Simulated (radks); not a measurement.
The numbers below are computed, except where a source is named.
The gallium ion Ga28+, configuration [He] 2s1. Level of theory: non-relativistic Kohn-Sham, PBEsol, spin-unpolarised, spherical densities, point nucleus; without spin polarisation the odd electron is poorly described (a radial shooting solver on a logarithmic mesh with Libxc functionals).

Unscreened Slater integrals over Kohn-Sham orbitals (hartree).

integral,value
"F0(2s,2s)",4.4711
"F0(2s,1s)",6.2438
"G0(2s,1s)",0.63582
"F0(1s,1s)",19.112
